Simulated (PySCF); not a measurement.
## A small calculation by hand: oscillator strength and radiative lifetime

C5H5FO, SMILES C1CC(C(=C1)F)=O.

The structure is a stationary point at PBE0-D3(BJ)/def2-SVP. The values are those of a single conformer.

PySCF 2.14.0 with TDDFT-PBE/def2-SVPD puts the first singlet state with f over 0.02 at 5.28 eV (vertical), with the transition dipole (0.968, -0.713, 0.000) in atomic units.

### Question
Find the oscillator strength, the wavelength and the radiative lifetime that this transition would have in vacuum if emission retraced absorption.

### Answer

|μ|² = 1.4454 au, so |μ| = 3.06 D. ΔE = 5.28/27.211 = 0.1940 hartree. f = (2/3) ΔE |μ|² = 0.187 (the program prints 0.187).
λ = 1239.84/5.28 = 235 nm; ν = 42586 cm⁻¹.
Einstein's coefficient A = 0.6670 ν² f s⁻¹ (ν in cm⁻¹) = 2.3e8 s⁻¹, so τ = 1/A = 4.4 ns. This state is S2; the lower singlet has f = 0.000. The figure is the radiative limit of this one transition; relaxation, internal conversion, crossing to triplets and a medium change what is measured.
